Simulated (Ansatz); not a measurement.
Ansatz (a program for electronic structure) input (HF/def2-TZVP):

Ansatz 0.2 input:
```yaml
crystal:
  periodic: [false, false, false]
  atoms:
    - {symbol: Te, position_ang: [-0.00000000, -0.00000000, -0.03140517]}
    - {symbol: H, position_ang: [0.00000000, 0.00000000, 1.63306904]}
basis:
  gaussian:
    orbitals: def2-TZVP
hamiltonian:
  xc: {name: HF}
magnetization: {spin_polarized: true, initial_magnetization: 1}
relax: {f_tol: 0.003, max_steps: 100}
```

End of the output:

```
mean field: 0.11 GiB planned
mean field -7281.06844957 eV, -267.5743302363 hartree, gradient 7.6e-6 eV, S^2 0.762381; 0 other end points of the search recorded, 0 dependent functions left out
the calculation of the forces begins
reference -7281.06844957 eV, -267.5743302363 hartree; 13, 12 occupied and 43, 44 virtual orbitals, 577 factors
relax step   5: F+E_penalty+E_count = -7281.06844957 eV  Δ(F+E_penalty+E_count) = -9.098e-7 eV  max|allowed force component| = 4.230e-6 eV/Å  Δτ_max = 0.0002 Å  (22 SCF iters, accepted)
integrals: 0.01 GiB planned
577 factors; integrals over basis functions are off by at most 2.8e-4 eV
mean field: 0.11 GiB planned
mean field -7281.06844957 eV, -267.5743302363 hartree, gradient 7.6e-6 eV, S^2 0.762381; 1 other end points of the search recorded, 0 dependent functions left out
the calculation of the forces begins
reference -7281.06844957 eV, -267.5743302363 hartree; 13, 12 occupied and 43, 44 virtual orbitals, 577 factors
Total energy: -7281.06844957 eV, -267.5743302363 hartree
Atom 0 at     0.000000    -0.000000    -0.022172 Å, force     0.000000     0.000000    -0.000004 eV/Å
Atom 1 at    -0.000000     0.000000     1.623836 Å, force    -0.000000    -0.000000     0.000004 eV/Å
Dipole moment:    -0.000000     0.000000     0.046614 e Å
```
